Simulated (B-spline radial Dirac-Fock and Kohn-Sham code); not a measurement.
# Binding energies of Cr⁺ in different valence configurations

Level of theory: ΔSCF Dirac-Fock with Breit, self-energy and vacuum polarisation, finite nucleus, configuration average; a radial B-spline solver. No correlation.

Reference: the tabulated ground configuration [Ar] 3d5, with 1s 6003.8 eV, 2s 712.5 eV, 2p1/2 598.2 eV, 2p3/2 589.8 eV, 3p1/2 60.88 eV, 3p3/2 59.90 eV, Kα1 5414.0 eV, Kβ1 5943.9 eV.

Task: One of these configurations gives the following shifts from the reference, in eV: average energy -0.39, 1s +6.55, 2s +7.55, 2p1/2 +7.42, 2p3/2 +7.43, 3p1/2 +5.59, 3p3/2 +5.55, Kα1 -0.87, Kβ1 +1.00. Which?
A. [Ar] 3d3 4s2
B. [Ar] 3d4 4p1
C. [Ar] 3d4 4s1

Result: C. The others give [Ar] 3d4 4p1: 1s +7.99; [Ar] 3d3 4s2: 1s +14.64.

Values without a named source are computed, but for edge energies of neutral atoms, which are taken from tables.
